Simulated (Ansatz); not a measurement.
Geometry optimisation, UKS PBE0-D4/STO-3G (Ansatz).

Input file:

```yaml
crystal:
  periodic: [false, false, false]
  atoms:
    - { symbol: Al, position_ang: [-0.266336, -1.385091, -0.785037] }
    - { symbol: C, position_ang: [1.091325, -0.497486, 0.275771] }
    - { symbol: Cl, position_ang: [0.01204, -1.845233, -2.781818] }
    - { symbol: Cl, position_ang: [-2.047151, -1.998579, 0.076337] }
    - { symbol: O, position_ang: [-0.98997, 1.691413, -0.780288] }
    - { symbol: C, position_ang: [-0.72841, 1.675401, 0.439613] }
    - { symbol: H, position_ang: [0.729354, -0.251036, 1.278249] }
    - { symbol: H, position_ang: [1.454251, 0.415034, -0.206541] }
    - { symbol: H, position_ang: [1.960833, -1.155823, 0.399328] }
    - { symbol: H, position_ang: [-1.256358, 1.006099, 1.169712] }
    - { symbol: H, position_ang: [0.040422, 2.345401, 0.914775] }
magnetization:
  spin_polarized: true
basis:
  gaussian: { orbitals: STO-3G }
hamiltonian:
  xc: pbe0
  dispersion: d4
relax:
  f_tol: 0.03
  max_steps: 50
```

Launched with:

```bash
$ ansatz run input.yaml --threads 1 --pin off --max-ram 2048MiB --backend cpu --events-out ev --progress --plain --runs-dir out
```

Question: Where does it end, and by what steps?

Answer: It converged. Limits of this set-up: minimal basis. After 27 steps the energy has fallen by 1.796 eV; H11 moved furthest, 1.69 Å. Joined: Al1–O5 (3.16 → 1.92 Å).

| step | energy less start (eV) | largest force component (eV/Å) | accepted |
| --- | --- | --- | --- |
| 0 | 0.0000 | 0.843 | yes |
| 1 | 0.1943 | 2.343 | no |
| 2 | -0.0371 | 1.109 | yes |
| 3 | -0.1579 | 0.880 | yes |
| 4 | -0.3126 | 0.833 | yes |
| 5 | -0.4551 | 0.868 | yes |
| 6 | -0.7626 | 2.055 | yes |
| 7 | -1.1343 | 3.631 | yes |
| 8 | -1.1594 | 3.454 | yes |
| 9 | -1.4226 | 0.573 | yes |
| 10 | -1.5135 | 1.426 | yes |
| 11 | -1.6097 | 0.910 | yes |
| 12 | -1.6903 | 0.885 | yes |
| 13 | -1.7334 | 0.494 | yes |
| 14 | -1.7619 | 0.540 | yes |
| 15 | -1.7328 | 1.481 | no |
| 16 | -1.7764 | 0.118 | yes |
| 17 | -1.7620 | 0.865 | no |
| 18 | -1.7822 | 0.084 | yes |
| 19 | -1.7862 | 0.045 | yes |
| 20 | -1.7897 | 0.122 | yes |
| 21 | -1.7921 | 0.169 | yes |
| 22 | -1.7934 | 0.192 | yes |
| 23 | -1.7951 | 0.136 | yes |
| 24 | -1.7952 | 0.125 | yes |
| 25 | -1.7910 | 0.340 | no |
| 26 | -1.7959 | 0.040 | yes |
| 27 | -1.7961 | 0.021 | yes |

```xyz
11
Properties=species:S:1:pos:R:3
Al -0.098 -0.681 -0.490
C 1.616 -0.969 0.263
Cl -0.380 -0.794 -2.561
Cl -1.778 -1.315 0.617
O -0.349 1.213 -0.321
C -1.356 1.729 0.242
H 1.653 -0.686 1.319
H 2.389 -0.396 -0.259
H 1.907 -2.023 0.205
H -2.155 1.082 0.692
H -1.449 2.840 0.294
```

Run time: 2.6 min on 1 thread of AMD EPYC 7R43 64-Core Processor (Zen 3), with other jobs on the host, peak memory 0.2 GiB.
